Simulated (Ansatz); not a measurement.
C2H8O2Si (`C[Si](C)(O)O`). The species carries charge 0 and has multiplicity 1. The geometry is a stationary point of PBE0-D4/def2-TZVP. It is one conformer, not always the lowest.

```xyz
13

C     1.129   -0.895    0.704
Si    0.074    0.349   -0.201
C    -1.734    0.040    0.063
O     0.471    0.324   -1.807
O     0.346    1.882    0.328
H     2.195   -0.692    0.564
H     0.923   -0.864    1.777
H     0.934   -1.916    0.361
H    -2.328    0.745   -0.522
H    -2.002    0.164    1.116
H    -2.011   -0.973   -0.240
H     0.863   -0.479   -2.151
H     1.139    2.315    0.008
```

**Question.** What is the dipole moment at r2SCAN/def2-TZVPP? (Best estimate.)

**Answer.** The calculation gave: 2.00 D, with components (1.22, -1.57, -0.18) D in this frame, pointing from negative to positive charge.

**Question.** And with PBE, B3LYP, ωB97M-V? (Estimate.)

**Answer.** The calculation gave: PBE 1.94 D, B3LYP 2.03 D, ωB97M-V 2.04 D.

**Question.** Give the Mulliken charges with r2SCAN, B3LYP, ωB97M-V in def2-TZVPP. (An estimate is asked.)

**Answer.** The calculation gave: 
```csv
atom,r2SCAN,B3LYP,ωB97M-V
C1,-0.35,-0.42,-0.48
Si2,0.71,0.70,0.67
C3,-0.32,-0.39,-0.45
O4,-0.43,-0.40,-0.38
O5,-0.43,-0.41,-0.39
H6,0.07,0.09,0.11
H7,0.08,0.10,0.12
H8,0.07,0.09,0.11
H9,0.08,0.10,0.12
H10,0.07,0.10,0.12
H11,0.06,0.08,0.10
H12,0.19,0.18,0.17
H13,0.20,0.18,0.17
```

B3LYP here is the variant with VWN-RPA as its local correlation; programs differ in this.

Results of the Gaussian-basis code of Ansatz.
